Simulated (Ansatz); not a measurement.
Relaxation of CH5BLiO (9 atoms, charge 1, multiplicity 1), to a largest force component of 0.015 eV/Å in at most 40 steps.

Level of theory: RKS PBE/def2-SVP in Ansatz 0.2.0.

```xyz
9
Properties=species:S:1:pos:R:3:forces:R:3
Li -2.225 0.468 -1.414 -0.54 -0.01 -0.22
B -0.644 -0.161 -0.165 -0.04 1.28 -1.08
C 0.628 0.743 -0.362 -0.48 -0.64 0.21
O -0.310 -1.134 0.813 0.29 -0.31 0.39
H 0.889 0.896 -1.410 0.12 0.06 -0.67
H 0.443 1.745 0.033 -0.20 0.65 0.27
H 1.526 0.366 0.143 0.71 -0.20 0.34
H -0.903 -1.809 1.166 -0.50 -0.57 0.29
H 0.596 -1.114 1.197 0.63 -0.24 0.47
```

Question: Where does it end, and by what steps?

Answer: The forces met the threshold. Limits of this set-up: the dipole of an ion depends on the origin. After 8 steps the energy has fallen by 0.232 eV; Li1 moved furthest, 0.37 Å.

```
step  energy less start (eV)  largest force component (eV/Å)  accepted
   0                  0.0000                           1.277       yes
   1                 -0.1630                           0.921       yes
   2                 -0.2236                           0.305       yes
   3                 -0.1765                           1.171        no
   4                 -0.2305                           0.067       yes
   5                 -0.2214                           0.249        no
   6                 -0.2313                           0.048       yes
   7                 -0.2315                           0.022       yes
   8                 -0.2316                           0.010       yes
```

```xyz
9
Properties=species:S:1:pos:R:3
Li -2.520 0.274 -1.298
B -0.587 -0.040 -0.226
C 0.726 0.791 -0.347
O -0.322 -1.134 0.788
H 1.028 0.875 -1.415
H 0.511 1.841 -0.040
H 1.612 0.442 0.234
H -0.998 -1.791 1.053
H 0.550 -1.258 1.251
```

Run time: 27 s on 1 thread of Arm Neoverse V1 (shared host), peak memory 0.14 GiB.
